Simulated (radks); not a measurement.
Results of a calculation; reference values are marked as such.
Charge is removed step by step from the 6s up level of Tm+, starting from [Xe] 4f13 6s(up 1, down 0). Level of theory: scalar-relativistic Kohn-Sham, LDA (Slater exchange, Perdew-Wang correlation), spin-polarised, spherical densities, point nucleus; open shells are filled with parallel spins first (spin-orbit coupling, left out, can overturn this in heavy ions) (a radial shooting solver on a logarithmic mesh with Libxc functionals).

removed (e),E - E(0) (eV),eigenvalue (eV),E minus straight line (eV)
0,0.000,-9.759,0.000
0.1,1.003,-10.319,-0.248
0.2,2.063,-10.879,-0.441
0.3,3.178,-11.440,-0.577
0.4,4.350,-11.999,-0.657
0.5,5.577,-12.555,-0.681
0.6,6.860,-13.106,-0.651
0.7,8.197,-13.646,-0.565
0.8,9.587,-14.171,-0.426
0.9,11.029,-14.666,-0.237
1,12.517,-15.092,0.000

Removing the whole electron costs 12.517 eV by Delta-SCF, against 9.759 eV from minus the eigenvalue at the starting occupation. Slater's transition state (half an electron removed) gives 12.555 eV. Integrating minus the eigenvalue over the occupation (Janak's theorem) gives 12.522 eV. In this scalar-relativistic scheme the density is built from large components alone, so the theorem holds only approximately. The mean slope of the eigenvalue, de/dn, is 5.33 eV per electron. Ionisation energy of Tm+ in the NIST Atomic Spectra Database: 12.07 eV (semi-empirical).
